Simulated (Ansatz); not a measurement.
`[CH3][Y]([OH])[F]` + NH₃ → `[NH2][Y]([OH])[F]` + CH₄ at 600 K and 1 bar (ligand exchange at a Y–C bond).

Calculated with Ansatz (gas phase, PBE0-D4/def2-TZVP geometries, no zero-point term in ΔE). CBS: MP2 limit from def2 TZ/QZ plus the TZ coupled-cluster correction, frozen cores. This one scheme is used for every species. def2 core potentials past Kr. For Y outer-core shells are correlated without core-valence functions, which leaves a few kJ/mol of doubt a bond. Each species was taken in one conformer, which may not be the lowest.

```csv
species,CCSD(T)/CBS energy (Eh),H − E (kJ/mol),S (J/(mol·K))
`[CH3][Y]([OH])[F]`,-253.82257,183.2,459.6
NH₃,-56.50880,112.4,219.5
`[NH2][Y]([OH])[F]`,-269.91757,155.8,430.6
CH₄,-40.46206,140.4,215.7
```

H − E and S are ideal-gas, rigid-rotor, harmonic terms from PBE0-D4/def2-TZVP, for one conformer and one mirror image of each species. 1 Eh = 2625.50 kJ/mol, R = 8.31446 J/(mol·K).

Q: By hand: ΔE, ΔH, ΔS and ΔG.

A: ΔE = (-269.91757) + (-40.46206) − (-253.82257) − (-56.50880) = -0.04826 Eh = -126.7 kJ/mol. Δ(H − E) = 155.8 + 140.4 − 183.2 − 112.4 = 0.6, so ΔH = -126.1 kJ/mol. ΔS = 430.6 + 215.7 − 459.6 − 219.5 = -32.8 J/(mol·K). ΔG = -126.1 − 600 × (-32.8)/1000 = -106.4 kJ/mol.

Q: By hand: the equilibrium constant, and the temperature at which ΔG would vanish if ΔH and ΔS stayed fixed.

A: log₁₀ K = −ΔG/(RT ln 10) = 9.3. ΔG = 0 at ΔH/ΔS = 3845 K, far beyond where these terms or the molecules hold.

ΔH outweighs TΔS. A doubt of 5 kJ/mol in ΔE shifts log₁₀ K by 0.4 here. Other conformers and mirror images would add mixing entropy, several J/(mol·K) or more a flexible species. Modes under 60 cm⁻¹, often nearly free rotors, make the harmonic entropy too high. These are equilibria of isolated gas molecules and say nothing of rates. Largest T1 diagnostic: 0.014 (customary marks: 0.02 for closed shells, 0.045 for open ones).
